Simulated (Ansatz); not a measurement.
Species: sum formula Si2H3Cl2, net charge 0, doublet state. It need not be the lowest isomer of its formula. SMILES: [SiH3][Si](Cl)Cl
Geometry from a B3LYP-D3(BJ)/def2-TZVP (Ansatz, a first-principles code) optimisation:
```
Si
H 1 1.4798
H 1 1.4798 2 110.18
H 1 1.4817 2 110.34 3 -122.09
Si 1 2.3618 2 107.85 3 117.47
Cl 5 2.0767 1 108.66 2 179.37
Cl 5 2.0767 6 108.37 1 117.90
```
Charge 0, spin multiplicity 2.

Quantity: atomisation energy (electronic, to ground-state atoms), in eV. Correlated levels leave the core frozen unless marked. UHF or UKS for open shells. Spin-orbit coupling is left out. No relativistic terms. The coupled-cluster limit lacks core correlation, which all-electron functionals hold. CBS marks a two-point X^-3 extrapolation of the correlation energy; Hartree-Fock from the larger set (for Q and 5 zeta extrapolated as (X+1)exp(-9√X)).

| level | program | atomisation energy (eV) |
|---|---|---|
| PBE/def2-TZVPD | Ansatz | 20.48 |
| PBE0-D4/def2-TZVPD | Ansatz + dftd4 | 20.56 |
| BHLYP-D3(BJ)/def2-TZVPD | Ansatz + dftd3 | 20.21 |
| r2SCAN0/def2-TZVPD | Ansatz | (withheld) |
| B2GP-PLYP-D4/def2-TZVPD | Ansatz + dftd4 | 20.18 |
| RPA@PBE/cc-pV(Q+d)Z | Ansatz | (withheld) |
| CCSD/STO-3G | Ansatz | 23.36 |
| CCSD/cc-pV(D+d)Z | Ansatz | (withheld) |
| CCSD(T)/CBS(cc-pV(Q+d)Z,cc-pV(5+d)Z) | Ansatz | 20.64 |

Q: Complete the blanks.

A: 
- r2SCAN0/def2-TZVPD, atomisation energy (eV): 20.54
- RPA@PBE/cc-pV(Q+d)Z, atomisation energy (eV): 19.05
- CCSD/cc-pV(D+d)Z, atomisation energy (eV): 18.24
